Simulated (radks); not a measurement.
The numbers below are computed, except where a source is named.
Ionisation of the gold ion Au+, [Xe] 4f14 5d10, to Au2+, [Xe] 4f14 5d9, under several functionals. Scalar-relativistic Kohn-Sham, spin-polarised, spherical densities, point nucleus; open shells are filled with parallel spins first (spin-orbit coupling, left out, can overturn this in heavy ions); a radial shooting solver on a logarithmic mesh with Libxc functionals.

\begin{tabular}{lrrrrrr}
functional & E(Au+) (hartree) & Exc (hartree) & IE (eV) & -e(HOMO) (eV) & <r> HOMO (bohr) & IE error (eV) \\ \hline
AM05 & -19001.4487 & -352.0483 & 21.063 & 15.335 & 1.573 & +0.860 \\
PW91 & -19013.3199 & -363.8774 & 21.121 & 15.404 & 1.575 & +0.918 \\
BP86 & -19013.7207 & -364.2706 & 21.169 & 15.456 & 1.575 & +0.966 \\
LDA (Slater exchange, Perdew-Wang correlation) & -19001.0058 & -351.5877 & 21.355 & 15.620 & 1.577 & +1.152 \\
LDA (Slater exchange, VWN5 correlation) & -19001.0391 & -351.6216 & 21.359 & 15.624 & 1.577 & +1.156 \\
\end{tabular}

NIST Atomic Spectra Database: 20.20 eV (measured). Closest: AM05. The Delta-SCF values span 0.30 eV, the total energies 12.71 hartree. The highest occupied level is 5d. Open shells are spherical and high-spin; term and fine-structure splittings are not resolved. Spin-orbit splitting is averaged out at the scalar-relativistic level.
